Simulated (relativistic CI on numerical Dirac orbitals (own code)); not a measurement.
## Inner-shell lines of Tb30+

Calculated at this level of theory: Dirac-Coulomb-Breit CI, separate exchange-only KLI orbitals for each configuration, model QED (radiative potential, 1s self-energy scaled to tabulated hydrogen-like ionisation energies), valence Slater integrals scaled by 0.85 (own radial code, finite nucleus).

CI space (outside the closed core 1s2 2p6 3s2 3p6 3d10): 2s2 4s2 4p5, 2s 4s2 4p6, 2s 4s2 4p5 5p, 2s 4s 4p6 5p, 2s2 4s 4p6. Levels of other configurations are missing.

The table holds the strongest lines. The upper levels have an inner-shell vacancy. Auger decay, open to those above the ionisation limit, is not computed, and radiative decays to configurations outside the model are missing too. Absolute energies can be off by a few tenths of a per cent, and at this charge the scaling can make term splittings too narrow, so close lines can change order. LS names give the leading component, which can be well under half, for lower levels too. Brackets number the levels in order of energy.

```
  λ (Å)                      Upper                    Lower   A (s⁻¹)  gA (s⁻¹)
1.44638      2s 4s2 4p6 2S_1/2 [4]  2s2 4s2 4p5 2P°_1/2 [2]  7.15e+13  1.43e+14
1.43871      2s 4s2 4p6 2S_1/2 [4]  2s2 4s2 4p5 2P°_3/2 [1]  1.12e+14  2.25e+14
1.36628   2s 4s2 4p5 5p 4P_3/2 [5]  2s2 4s2 4p5 2P°_1/2 [2]  2.30e+08  9.18e+08
1.36613   2s 4s2 4p5 5p 2S_1/2 [7]  2s2 4s2 4p5 2P°_1/2 [2]  4.83e+10  9.66e+10
1.36334  2s 4s2 4p5 5p 2P_3/2 [10]  2s2 4s2 4p5 2P°_1/2 [2]  1.51e+10  6.06e+10
1.36326  2s 4s2 4p5 5p 2P_1/2 [11]  2s2 4s2 4p5 2P°_1/2 [2]  5.29e+10  1.06e+11
1.36292  2s 4s2 4p5 5p 2P_3/2 [14]  2s2 4s2 4p5 2P°_1/2 [2]  5.60e+09  2.24e+10
1.36228  2s 4s2 4p5 5p 2S_1/2 [15]  2s2 4s2 4p5 2P°_1/2 [2]  1.71e+11  3.43e+11
1.35948  2s 4s 4p6 5p 4P°_1/2 [23]    2s2 4s 4p6 2S_1/2 [3]  4.50e+12  9.00e+12
1.35943   2s 4s2 4p5 5p 4P_3/2 [5]  2s2 4s2 4p5 2P°_3/2 [1]  6.77e+12  2.71e+13
1.35941  2s 4s 4p6 5p 4P°_3/2 [24]    2s2 4s 4p6 2S_1/2 [3]  1.68e+13  6.71e+13
1.35932   2s 4s2 4p5 5p 2D_5/2 [6]  2s2 4s2 4p5 2P°_3/2 [1]  1.81e+13  1.09e+14
1.35927   2s 4s2 4p5 5p 2S_1/2 [7]  2s2 4s2 4p5 2P°_3/2 [1]  2.19e+13  4.37e+13
1.35919   2s 4s2 4p5 5p 2D_3/2 [8]  2s2 4s2 4p5 2P°_3/2 [1]  8.79e+12  3.52e+13
1.35909  2s 4s2 4p5 5p 4D_1/2 [16]  2s2 4s2 4p5 2P°_1/2 [2]  4.63e+12  9.26e+12
1.35905  2s 4s2 4p5 5p 2D_3/2 [17]  2s2 4s2 4p5 2P°_1/2 [2]  1.79e+13  7.16e+13
1.35867  2s 4s 4p6 5p 2P°_1/2 [25]    2s2 4s 4p6 2S_1/2 [3]  1.51e+13  3.02e+13
 1.3583  2s 4s2 4p5 5p 2S_1/2 [18]  2s2 4s2 4p5 2P°_1/2 [2]  1.35e+13  2.70e+13
1.35651  2s 4s2 4p5 5p 2P_3/2 [10]  2s2 4s2 4p5 2P°_3/2 [1]  1.18e+13  4.72e+13
1.35645  2s 4s 4p6 5p 2P°_3/2 [27]    2s2 4s 4p6 2S_1/2 [3]  2.24e+13  8.96e+13
1.35644  2s 4s2 4p5 5p 2P_1/2 [11]  2s2 4s2 4p5 2P°_3/2 [1]  1.65e+13  3.29e+13
 1.3564  2s 4s2 4p5 5p 2D_5/2 [12]  2s2 4s2 4p5 2P°_3/2 [1]  2.88e+13  1.73e+14
1.35635  2s 4s 4p6 5p 2P°_1/2 [28]    2s2 4s 4p6 2S_1/2 [3]  2.81e+13  5.62e+13
1.35622  2s 4s2 4p5 5p 4P_5/2 [13]  2s2 4s2 4p5 2P°_3/2 [1]  9.19e+11  5.51e+12
1.35618  2s 4s2 4p5 5p 4P_3/2 [19]  2s2 4s2 4p5 2P°_1/2 [2]  1.28e+11  5.11e+11
 1.3561  2s 4s2 4p5 5p 2P_1/2 [21]  2s2 4s2 4p5 2P°_1/2 [2]  3.04e+13  6.07e+13
 1.3561  2s 4s2 4p5 5p 2P_3/2 [14]  2s2 4s2 4p5 2P°_3/2 [1]  2.06e+13  8.26e+13
1.35606  2s 4s2 4p5 5p 2D_3/2 [22]  2s2 4s2 4p5 2P°_1/2 [2]  2.98e+13  1.19e+14
1.35575  2s 4s 4p6 5p 2P°_3/2 [29]    2s2 4s 4p6 2S_1/2 [3]  8.15e+12  3.26e+13
1.35547  2s 4s2 4p5 5p 2S_1/2 [15]  2s2 4s2 4p5 2P°_3/2 [1]  1.03e+13  2.06e+13
 1.3523  2s 4s2 4p5 5p 4D_1/2 [16]  2s2 4s2 4p5 2P°_3/2 [1]  2.15e+10  4.30e+10
1.35227  2s 4s2 4p5 5p 2D_3/2 [17]  2s2 4s2 4p5 2P°_3/2 [1]  6.90e+09  2.76e+10
1.35152  2s 4s2 4p5 5p 2S_1/2 [18]  2s2 4s2 4p5 2P°_3/2 [1]  2.57e+11  5.15e+11
1.34935  2s 4s2 4p5 5p 2P_1/2 [21]  2s2 4s2 4p5 2P°_3/2 [1]  6.57e+10  1.31e+11
1.34931  2s 4s2 4p5 5p 2D_3/2 [22]  2s2 4s2 4p5 2P°_3/2 [1]  1.13e+10  4.53e+10
```
